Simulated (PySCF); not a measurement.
## Computed properties of C₂H₇ClOSi₂, SMILES C=C([SiH3])[Si@H](O)Cl

C2H7ClOSi2, SMILES [Si@H](Cl)(O)C(=C)[SiH3]. Geometry: PBE0-D3(BJ)/def2-SVP. The structure was generated by enumeration; whether it is a known compound was not checked. One conformer was computed; it need not be the lowest. All values are computed for the isolated molecule unless a solvent is named; none is compared with measurement here.

**Structure.** All 33 harmonic modes at PBE0-D3(BJ)/def2-SVP (PySCF) are real, so it is a minimum. With heavy atoms numbered as in [CH2:1]=[C:2]([SiH3:3])[Si@H:4]([OH:5])[Cl:6], the shortest bond between them is C1–C2 at 1.345 Å and the longest Si4–Cl6 at 2.079 Å.

**Vibrations.** The strongest infrared lines (harmonic, unscaled, degenerate partners summed) lie at 877 cm⁻¹ (288 km/mol, H 80 %, Si 8 %), 921 cm⁻¹ (269 km/mol, H 68 %, Si 19 %, O 13 %), 814 cm⁻¹ (114 km/mol, H 86 %, C 8 %). The softest mode is at 42 cm⁻¹ and the zero-point energy is 52.2 kcal/mol.

**Electronic structure.** ωB97X/def2-TZVP (PySCF) places the frontier levels at -10.70 and 0.90 eV, a gap of 11.60 eV, and gives a dipole moment of 2.21 D and a mean polarisability of 87.6 bohr³. PBE/def2-TZVP (PySCF) at the same geometry gives -7.06 and -2.24 eV, so its gap is 6.78 eV narrower. An orbital gap is neither the optical nor the fundamental gap.

**Excitations.** TDA-ωB97X/def2-SVPD (PySCF) has S1 at 5.83 eV (213 nm, f = 0.001, dark); the most intense of the 10 singlets computed lies at 7.29 eV (f = 0.44). T1 (TDA) is at 4.15 eV, 1.68 eV under S1. TDA-PBE/def2-SVPD (PySCF) puts S1 at 5.02 eV. No vertical singlet excitation falls in the visible range (under 3.1 eV).

**NMR.** GIAO shifts at PBE0/pcSseg-1 (PySCF) (non-relativistic, atoms alike by connectivity averaged): ¹³C from 152.6 to 160.9 ppm against TMS; ¹H from 2.0 to 7.2 ppm against TMS; ²⁹Si from -63.6 to -5.8 ppm against TMS. Without spin–orbit terms, shifts of atoms bonded to Cl or Br come out too high.

**Solvation.** SMD-B3LYP/6-31G* (PySCF) gives -2.3 kcal/mol in water, -4.2 kcal/mol in chlorobenzene, -3.5 kcal/mol in benzene (1 M in both phases, gas-phase geometry); of these solvents chlorobenzene holds the molecule best.
